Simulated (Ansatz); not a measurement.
`[NH2][Ge]([Cl])([Cl])[Cl]` + HI → `[Cl][Ge]([Cl])([Cl])[I]` + NH₃ at 500 K and 1 bar (ligand exchange at a Ge–N bond).

Program: Ansatz. Geometries: PBE0-D4/def2-TZVP. ΔE: electronic, gas phase. CCSD(T)/CBS is the MP2 limit (def2-TZVPP, def2-QZVPP) plus CCSD(T) − MP2 in def2-TZVPP, frozen cores. This one scheme is used for every species. Elements past krypton have def2 core potentials. For Ge, I outer-core shells are correlated without core-valence functions, which leaves a few kJ/mol of doubt a bond. Scalar relativity is left out up to krypton. One conformer a species, not always the lowest.

| species | CCSD(T)/CBS energy (Eh) | H − E (kJ/mol) | S (J/(mol·K)) |
| --- | --- | --- | --- |
| `[NH2][Ge]([Cl])([Cl])[Cl]` | -3511.50302 | 125.8 | 435.1 |
| HI | -298.03592 | 28.6 | 221.6 |
| `[Cl][Ge]([Cl])([Cl])[I]` | -3753.05178 | 56.1 | 433.5 |
| NH₃ | -56.50880 | 108.2 | 211.8 |

H − E and S are ideal-gas, rigid-rotor, harmonic terms from PBE0-D4/def2-TZVP, for one conformer and one mirror image of each species. 1 Eh = 2625.50 kJ/mol, R = 8.31446 J/(mol·K).

Question: By hand: ΔE, ΔH, ΔS and ΔG.

Answer: ΔE = (-3753.05178) + (-56.50880) − (-3511.50302) − (-298.03592) = -0.02164 Eh = -56.8 kJ/mol. Δ(H − E) = 56.1 + 108.2 − 125.8 − 28.6 = 9.9, so ΔH = -46.9 kJ/mol. ΔS = 433.5 + 211.8 − 435.1 − 221.6 = -11.4 J/(mol·K). ΔG = -46.9 − 500 × (-11.4)/1000 = -41.2 kJ/mol.

Question: By hand: the equilibrium constant, and the temperature at which ΔG would vanish if ΔH and ΔS stayed fixed.

Answer: log₁₀ K = −ΔG/(RT ln 10) = 4.3. ΔG = 0 at ΔH/ΔS = 4114 K, far beyond where these terms or the molecules hold.

The number of gas molecules stays the same, so ΔS is small and ΔH decides. A doubt of 5 kJ/mol in ΔE shifts log₁₀ K by 0.5 here. Other conformers and mirror images would add mixing entropy, several J/(mol·K) or more a flexible species. These are equilibria of isolated gas molecules and say nothing of rates. Largest T1 diagnostic: 0.009 (customary marks: 0.02 for closed shells, 0.045 for open ones).
